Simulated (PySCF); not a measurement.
Electron correlation in Si⁺ (silicon, charge +1)

[Ne] 3s2 3p1, 2P determinant. All numbers are calculated (PySCF 2.14, no relativity, point nucleus, in cc-pV(D+d)Z (4s3p2d, 23 functions)). Frozen: [Ne]; 3 electrons correlated.

MP2 pair energies summed by pair of shells (mhartree):

```tsv
pair	energy	share (%)
3s-3s	-20.46	58.1
3s-3p	-14.74	41.9
```

Total MP2 correlation energy: -35.20 mhartree.

Same-spin part -2.24 and opposite-spin part -32.96 mhartree; SCS-MP2 scales them by 1/3 and 6/5 to -40.29 mhartree.

```json
{"level": "CCSD", "correlation energy (mhartree)": "-54.06"}
{"level": "(T)", "correlation energy (mhartree)": "-0.68"}
{"level": "CCSD(T)", "correlation energy (mhartree)": "-54.74"}
```

Diagnostics: T1 = 0.012, D1 = 0.0293, largest double amplitude 0.109.

Cost of the coupled-cluster step: 0.13 s of wall time on 1 thread of Neoverse-V1 (shared host), for 3 correlated electrons.

Iterations:

```
CC2 = 0
CCSD nocc = (np.int64(2), np.int64(1)), nmo = (18, 18)
frozen orbitals [[0, 1, 2, 3, 4], [0, 1, 2, 3, 4]]
max_cycle = 100
direct = 0
conv_tol = 1e-08
conv_tol_normt = 1e-06
diis_space = 8
diis_start_cycle = 0
Init t2, MP2 energy = -0.0351989951314001
Init E_corr(UCCSD) = -0.0351989951323736
cycle = 1  E_corr(UCCSD) = -0.0468867007533131  dE = -0.0116877056  norm(t1,t2) = 0.0579112
cycle = 2  E_corr(UCCSD) = -0.0510704158657727  dE = -0.00418371511  norm(t1,t2) = 0.0248405
cycle = 3  E_corr(UCCSD) = -0.0540576189516042  dE = -0.00298720309  norm(t1,t2) = 0.0115984
cycle = 4  E_corr(UCCSD) = -0.0540378056154717  dE = 1.98133361e-05  norm(t1,t2) = 0.00154361
cycle = 5  E_corr(UCCSD) = -0.0540670266194821  dE = -2.9221004e-05  norm(t1,t2) = 0.000198245
cycle = 6  E_corr(UCCSD) = -0.054056971273131  dE = 1.00553464e-05  norm(t1,t2) = 3.75004e-05
cycle = 7  E_corr(UCCSD) = -0.0540616290861869  dE = -4.65781306e-06  norm(t1,t2) = 1.33962e-05
cycle = 8  E_corr(UCCSD) = -0.0540603927792389  dE = 1.23630695e-06  norm(t1,t2) = 4.35434e-06
cycle = 9  E_corr(UCCSD) = -0.0540604109728604  dE = -1.81936215e-08  norm(t1,t2) = 3.32185e-07
cycle = 10  E_corr(UCCSD) = -0.0540604215038264  dE = -1.0530966e-08  norm(t1,t2) = 6.45154e-08
cycle = 11  E_corr(UCCSD) = -0.0540604200290162  dE = 1.47481017e-09  norm(t1,t2) = 2.81716e-08
UCCSD converged
E(UCCSD) = -288.6234842449991  E_corr = -0.05406042002901623
UCCSD(T) correction = -0.000676564222166431
```
